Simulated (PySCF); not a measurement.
SMILES O=S(=O)=O, B3LYP/def2-SVP optimised geometry.

```
4

O     -1.09     1.26     0.00
S     -0.36     0.00     0.00
O     -1.09    -1.26     0.00
O      1.09     0.00     0.00
```

Density from PySCF 2.14.0 with B3LYP/def2-TZVP at that geometry.

Minimum of the electron density along straight lines between bonded atoms, close to the bond critical point (lines longer than 1.1 times the sum of covalent radii, or with two minima, are not listed):

| bond | length / Å | ρ at the minimum / e bohr⁻³ | ∇²ρ there / e bohr⁻⁵ | position (fraction from the first atom) |
|---|---|---|---|---|
| O1–S2 | 1.451 | 0.301 | 0.74 | 0.60 |
| S2–O3 | 1.451 | 0.301 | 0.74 | 0.40 |
| S2–O4 | 1.452 | 0.301 | 0.74 | 0.40 |
